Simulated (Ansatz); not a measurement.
Basis-set series for `OC(F)(CF)C(F)F`. Total charge 0; spin multiplicity 1. All single points use the PBE0-D4/def2-TZVP geometry. It is one conformer, not always the lowest.

| functional | basis | functions | energy (Eh) | HOMO (eV) | LUMO (eV) |
| --- | --- | --- | --- | --- | --- |
| PBE0-D4 | def2-SVP | 132 | -590.28388 | -9.36 | 1.48 |
| PBE0-D4 | def2-TZVPP | 304 | -590.99145 | -9.54 | 0.78 |
| ωB97M-V | def2-SVP | 132 | -590.69600 | -11.74 | 3.43 |
| ωB97M-V | def2-TZVPP | 304 | -591.42053 | -11.94 | 2.49 |

Task: Give the rows for def2-QZVPP. (An estimate is asked.)

Result: Ansatz gave: 
| functional | basis | functions | energy (Eh) | HOMO (eV) | LUMO (eV) |
| --- | --- | --- | --- | --- | --- |
| PBE0-D4 | def2-QZVPP | 576 | -591.02172 | -9.59 | 0.45 |
| ωB97M-V | def2-QZVPP | 576 | -591.44927 | -12.00 | 1.83 |

Positive LUMOs are unbound and depend on the basis.
